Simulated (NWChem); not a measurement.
System: CH$_{3}$ClF$_{2}$Ge; SMILES [CH3][Ge]([F])([F])[Cl]

The following NWChem deck was run.

```
start job
memory heap 200 mb stack 900 mb global 1100 mb
geometry units angstroms
  C     -2.165009    -0.159388     0.151895
  Ge    -0.199274     0.084000     0.112680
  F      0.421218    -0.099827     1.741043
  F      0.149979     1.782046    -0.142058
  Cl     1.050485    -1.002543    -1.153014
  H     -2.399143    -1.197531     0.364047
  H     -2.583758     0.121508    -0.809101
  H     -2.573224     0.477040     0.931410
end
basis spherical
  * library def2-svp
end
dft
  xc pbe0
  iterations 150
end
driver
  maxiter 120
end
task dft optimize
task dft freq
```

Excerpt of the output:

```
             Northwest Computational Chemistry Package (NWChem) 7.3.0
             --------------------------------------------------------

 C1  symmetry detected

                             Geometry "geometry" -> ""
                             -------------------------

 Output coordinates in angstroms (scale by  1.889725989 to convert to a.u.)

  No.       Tag          Charge          X              Y              Z
 ---- ---------------- ---------- -------------- -------------- --------------
    1 C                    6.0000    -1.61065934    -1.38503568    -0.00156655
    2 Ge                  32.0000    -0.01629196    -0.20907644    -0.00009480
    3 F                    9.0000     1.01963293    -0.66704458    -1.33706658
    4 F                    9.0000     1.01667788    -0.66750368     1.33895229
    5 Cl                  17.0000    -0.14459845     1.87130621     0.00001219
    6 H                    1.0000    -2.23484412    -1.15101091    -0.85783395
    7 H                    1.0000    -2.17313654    -1.23337198     0.91406663
    8 H                    1.0000    -1.27534428    -2.41622807    -0.06097851

 Effective nuclear repulsion energy (a.u.)     510.2449800699

                                Z-matrix (autoz)
                                --------

 Units are Angstrom for bonds and degrees for angles

[...]

      ----------------------
      Optimization converged
      ----------------------

  Step       Energy      Delta E   Gmax     Grms     Xrms     Xmax
  ---- ---------------- -------- -------- -------- -------- --------
@    7   -2775.69159525 -7.5D-08  0.00002  0.00001  0.00026  0.00061
                                     ok       ok       ok       ok

                                Z-matrix (autoz)
                                --------

 Units are Angstrom for bonds and degrees for angles

[...]

 Rotational Constants
 --------------------
 A=   0.109516 cm-1  (  0.157565 K)
 B=   0.069980 cm-1  (  0.100683 K)
 C=   0.067222 cm-1  (  0.096716 K)

 Temperature                      =   298.15K
 frequency scaling parameter      =   1.0000

 Zero-Point correction to Energy  =   26.939 kcal/mol  (  0.042931 au)
 Thermal correction to Energy     =   31.483 kcal/mol  (  0.050172 au)
 Thermal correction to Enthalpy   =   32.075 kcal/mol  (  0.051115 au)

 Total Entropy                    =   86.074 cal/mol-K
   - Translational                =   41.136 cal/mol-K (mol. weight = 161.9110)
   - Rotational                   =   27.528 cal/mol-K (symmetry #  =        1)
   - Vibrational                  =   17.411 cal/mol-K

 Cv (constant volume heat capacity) =   22.557 cal/mol-K
   - Translational                  =    2.979 cal/mol-K
   - Rotational                     =    2.979 cal/mol-K
   - Vibrational                    =   16.599 cal/mol-K

[normal modes left out]

 ----------------------------------------------------------------------------
 Normal Eigenvalue ||           Projected Infra Red Intensities
  Mode   [cm**-1]  || [atomic units] [(debye/angs)**2] [(KM/mol)] [arbitrary]
 ------ ---------- || -------------- ----------------- ---------- -----------
    1       -0.000 ||    0.000085           0.002         0.083       0.048
    2       -0.000 ||    0.001983           0.046         1.933       1.108
    3       -0.000 ||    0.000040           0.001         0.039       0.022
    4       -0.000 ||    0.000025           0.001         0.025       0.014
    5        0.000 ||    0.001578           0.036         1.539       0.882
    6        0.000 ||    0.001337           0.031         1.303       0.747
    7       65.848 ||    0.000000           0.000         0.000       0.000
    8      146.686 ||    0.000357           0.008         0.348       0.200
    9      168.561 ||    0.000220           0.005         0.214       0.123
   10      190.497 ||    0.005925           0.137         5.776       3.311
   11      233.656 ||    0.026147           0.603        25.490      14.612
   12      249.844 ||    0.034730           0.801        33.856      19.409
   13      446.611 ||    0.061307           1.414        59.765      34.261
   14      635.560 ||    0.025882           0.597        25.231      14.464
   15      737.048 ||    0.073636           1.699        71.784      41.151
   16      748.262 ||    0.065175           1.504        63.535      36.423
   17      813.522 ||    0.055672           1.284        54.271      31.112
   18      816.451 ||    0.044717           1.032        43.592      24.990
   19     1262.775 ||    0.013898           0.321        13.549       7.767
   20     1420.703 ||    0.008765           0.202         8.544       4.898
   21     1422.573 ||    0.005304           0.122         5.171       2.964
   22     3082.521 ||    0.000418           0.010         0.407       0.234
   23     3204.968 ||    0.001222           0.028         1.191       0.683
   24     3207.320 ||    0.001035           0.024         1.009       0.578
 ----------------------------------------------------------------------------
```

Level: PBE0/def2-SVP.
